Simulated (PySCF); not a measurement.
Stepwise substitution at one centre (Si Br-OCH3). Isolated molecules, 0 K electronic values unless said otherwise. One relaxed conformer stands for each flexible species; it need not be the lowest. Strings in code marks are SMILES.

The HOMO from two functionals at the same geometries (B3LYP-D3(BJ)/def2-SVP), both in PySCF: PBE-D3(BJ)/def2-TZVP and B3LYP-D3(BJ)/def2-TZVP. B3LYP has the VWN-RPA correlation part, as in Gaussian. 

```
species                                                                  PBE-D3(BJ)/def2-TZVP (eV)
-----------------------------------------------------------------------  -------------------------
0 of 4 Br replaced by OCH3 (`Br[Si](Br)(Br)Br`)                                              -7.42
1 of 4 Br replaced by OCH3 (`Br[Si](Br)(OC)Br` (C–O–Si–Br torsion 60°))                      -7.18
2 of 4 Br replaced by OCH3                                                                   -6.99
3 of 4 Br replaced by OCH3 (`CO[Si](Br)(OC)OC`)                                              -6.85
4 of 4 Br replaced by OCH3 (`CO[Si](OC)(OC)OC`)                                              -6.46
```

Q: What does B3LYP-D3(BJ)/def2-TZVP give for each?

A: 
- 0 of 4 Br replaced by OCH3 (`Br[Si](Br)(Br)Br`): -8.43
- 1 of 4 Br replaced by OCH3 (`Br[Si](Br)(OC)Br` (C–O–Si–Br torsion 60°)): -8.20
- 2 of 4 Br replaced by OCH3: -8.07
- 3 of 4 Br replaced by OCH3 (`CO[Si](Br)(OC)OC`): -8.02
- 4 of 4 Br replaced by OCH3 (`CO[Si](OC)(OC)OC`): -7.81
Over these rows, drawn at random from the members with no instability flagged (it was tested for open shells, ions and some series alone), PBE minus B3LYP-D3(BJ): mean +1.13 eV, from +1.01 eV to +1.35 eV.
